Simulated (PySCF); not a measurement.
**Electron correlation in Be (beryllium, neutral)**

[He] 2s1 3s1, 3s spin antiparallel (an excited configuration). Calculation: PySCF 2.14, in aug-cc-pCVTZ-DK (7s6p4d2f, 59 functions); scalar relativity by spin-free X2C-1e. Frozen: 1s2; 2 electrons correlated.

Total MP2 correlation energy: -28.75 mhartree.

Same-spin part 0.00 and opposite-spin part -28.75 mhartree; SCS-MP2 scales them by 1/3 and 6/5 to -34.50 mhartree.
